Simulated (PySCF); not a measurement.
SMILES C[O][Sn]([CH3])([NH2])[NH2] (C2H10N2OSn) at its GFN2-xTB optimised geometry (Å):

```
16

C     -0.1458    -1.1983    -2.9606
O     -0.7657    -1.3576    -1.7204
Sn    -0.2226    -0.4616     0.0000
C     -1.4106    -1.5652     1.4514
N     -0.6781     1.5265     0.0000
N      1.8275    -0.4616     0.0000
H      0.9341    -1.3517    -2.9093
H     -0.5748    -1.9528    -3.6235
H     -0.3360    -0.2099    -3.3885
H     -2.2174    -2.0613     0.9272
H     -0.7903    -2.3025     1.9482
H     -1.8090    -0.8701     2.1797
H     -0.0211     2.0613    -0.5585
H     -1.5963     1.7045    -0.3922
H      2.2054     0.0485     0.7895
H      2.2174    -1.3966     0.0451
```

Computed with PBE0/def2-TZVP, def2 effective core potentials past Kr in PySCF. The core electrons that the potentials of Sn replace are not part of the density. Cells within 0.4 Å of a nucleus heavier than hydrogen are left out (blank, or x).

Map of the deformation density (molecule minus spherical neutral atoms) (e/bohr³) on the plane z = 1.2 Å:

```
|11111111111111111111111111111|
|11111111111111111111111111111|
|11111111111111111111111111111|
|11111111111111111111111111111|
|11111111111111111111111111111|
|11111111111111111111111111111|
|11111111111111111111111111111|
|11111111111111111111111111111|
|11111111111121111111111111111|
|11111111111121111111111111111|
|11111111111111111111111111111|
|11111111111111111111111111111|
|11111111111111111111000111111|
|11111111111111111110000011111|
|11111111111110001111100011111|
|11111111111111111111110111111|
|11111111112221111111111111111|
|11111111113332111111111111111|
|1111111112x432111111111111111|
|111111146xx322111111111111111|
|11111126962221111111111111111|
|11111113531211111111111111111|
|11111111111111111111111111111|
|11111111111111111111111111111|
|11111111111111111111111111111|
|11111111111111111111111111111|
|11111111111111111111111111111|
|11111111111111111111111111111|
|11111111111111111111111111111|
```
Scale: ten equal steps from -0.018 (start of '0') to 0.093 (end of '9'), in the order '0123456789'; x runs from -4.50 to 4.50, y from -4.50 (bottom) to 4.50 (top).
